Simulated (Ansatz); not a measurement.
C₂H₈NSi, SMILES `CC[SiH]N` radical, relaxed with UKS PBE0-D4/def2-TZVP in Ansatz from a PBE-D4/def2-SVP geometry. The force threshold is 0.005 eV/Å; the program also tests the step.

The species carries charge 0 and has multiplicity 2.

Start:

```xyz
12

C     0.577   -0.254    1.396
C    -0.722   -0.545    0.630
Si   -0.539   -0.429   -1.268
N     0.056    1.188   -1.643
H     0.973    0.751    1.145
H     0.427   -0.298    2.496
H     1.370   -0.986    1.139
H    -1.529    0.157    0.939
H    -1.110   -1.560    0.863
H     0.560   -1.363   -1.746
H    -0.527    1.990   -1.383
H     0.464    1.350   -2.568
```

By how much does the energy fall, and how many steps does the optimiser take? (Estimate.)

The calculation gave: 5.70 kJ/mol, in 7 steps, 1 of them rejected.

Which bonds change most? (Estimate.)

Ansatz gave: Si3–N4 from 1.764 to 1.731 Å; C2–Si3 from 1.910 to 1.884 Å; Si3–H10 from 1.519 to 1.498 Å; C2–H9 from 1.112 to 1.095 Å.

Give the relaxed structure. (An estimate is asked.)

Ansatz gave: 
```xyz
12

C     0.579   -0.265    1.393
C    -0.714   -0.530    0.624
Si   -0.512   -0.419   -1.245
N     0.015    1.177   -1.657
H     0.981    0.723    1.161
H     0.420   -0.320    2.474
H     1.349   -0.997    1.135
H    -1.495    0.177    0.927
H    -1.110   -1.525    0.857
H     0.582   -1.327   -1.716
H    -0.554    1.971   -1.404
H     0.460    1.334   -2.548
```
